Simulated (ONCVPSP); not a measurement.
# cadmium (Cd): variants of one ONCV potential

Base potential:

- Element: Cd (Z = 48)
- Generator: ONCVPSP 4.0.1
- Type: optimised norm-conserving Vanderbilt (ONCV)
- Functional: PBE
- Relativity: scalar-relativistic
- Frozen core: [Ar] 3d10 4s2
- Valence charge: 18
- Reference configuration: 4p6 4d10 5s1.5 (charge +0.5)
- Partial waves: 5s: rc 1.90 bohr, ncon 4, nbas 7, qcut 3.6 1/bohr, 3 projectors, debl 1.2 Ha; 4p: rc 1.50 bohr, ncon 4, nbas 7, qcut 8.5 1/bohr, 2 projectors, debl 0.8 Ha; 4d: rc 1.85 bohr, ncon 3, nbas 7, qcut 6.8 1/bohr, 2 projectors, debl 2.2 Ha; f scattering state at 0.06 Ha: rc 1.60 bohr, ncon 4, nbas 7, qcut 7.2 1/bohr, 3 projectors, debl 3.4 Ha
- Local potential: polynomial inside 1.50 bohr (lpopt 5, dvloc0 2 Ha)
- Core correction: none

In the p channel the program set the typed energies aside and used -2.617, 0.250 Ha.

All-electron outer shells of the reference configuration (PBE, scalar-relativistic, ld1.x):

| shell | level (eV) | outermost node (bohr) | outermost maximum (bohr) |
| --- | --- | --- | --- |
| 4s | -110.16 | 0.43 | 0.79 |
| 4p | -71.22 | 0.43 | 0.84 |
| 4d | -15.95 | 0.42 | 0.98 |
| 5s | -9.23 | 1.06 | 2.29 |

Cutoffs, loose and tight: the cutoffs (Ha) at which the residual kinetic energy of the hardest occupied pseudo-wave falls to 1 and 0.1 mHa per electron. They do not see the model core or the augmentation charge, which bear on the density cutoff. Test errors are all-electron minus pseudo excitation energies from the reference, over the configurations 4p6 4d10 5s2; 4p6 4d10 5s1; 4p6 4d10 5s0; 4p6 4d8 5s0. A dash means not determined; rows that change the core or the reference have their own tests. The largest error is taken over the tests solved by every variant that gives reliable tests at all: 4p6 4d10 5s0; 4p6 4d10 5s1; 4p6 4d10 5s2.

For the base: The cutoffs count occupied waves only; projector 3 of the f channel, the hardest unoccupied one, needs 114 Ha at the loose tolerance.

A true bound ghost makes a file unfit for plane-wave use even where its test errors are small: the radial tests pick states by their node count and pass the ghost by.

```tsv
change	outcome	cutoff, loose	cutoff, tight	bound ghosts	GHOST(+) flags above zero	largest test error (meV)
base	generated, projector energies reset by the program	21 Ha	30 Ha	s	none	-16
p: qcut 10	generated, projector energies reset by the program	20 Ha	30 Ha	s	none	-16
d: rc 2.02	generated, projector energies reset by the program	21 Ha	30 Ha	s	none	-19
core [Kr], valence charge 12; reference 4d10 5s2; waves now 5s: rc 2.05 bohr, ncon 4, nbas 8, qcut 2.8 1/bohr, 2 projectors, debl 0.8 Ha; p scattering state at 0.09 Ha: rc 1.95 bohr, ncon 4, nbas 7, qcut 4.4 1/bohr, 2 projectors, debl 3.9 Ha; 4d: rc 1.05 bohr, ncon 4, nbas 7, qcut 7.9 1/bohr, 2 projectors, debl 3.3 Ha; f scattering state at 0.02 Ha: rc 1.95 bohr, ncon 4, nbas 9, qcut 5.8 1/bohr, 2 projectors, debl 1.9 Ha; local potential polynomial inside 0.65 bohr (lpopt 5, dvloc0 1 Ha)	failed: ERROR pspot: first pseudo wave function has node, program will stop	–	–	–	–	–
f: nproj 2	generated, projector energies reset by the program	21 Ha	30 Ha	s	none	-16
s: ncon 5, nbas 8	generated, projector energies reset by the program	38 Ha	46 Ha	s	s	-11
f: rc 1.5, qcut 7.7	generated, projector energies reset by the program	21 Ha	30 Ha	s	none	-16
```

Problem. What comes out with this change to the base: all radii scaled by about 0.81 (s 1.54, p 1.22, d 1.50, f 1.30 bohr); local potential polynomial inside 1.22 bohr (lpopt 5, dvloc0 2 Ha)?

Solution. outcome: failed: optimize: ERROR ps0norm > uunorm, code will stop. Cause: the continuity conditions at rc already need more norm inside rc than the all-electron wave has, so norm conservation cannot be met.

Problem. What comes out with this change to the base: d: rc 1.7?

Solution. outcome: generated, projector energies reset by the program; cutoff, loose: 22 Ha; cutoff, tight: 62 Ha; bound ghosts: s; GHOST(+) flags above zero: none; largest test error (meV): -16.
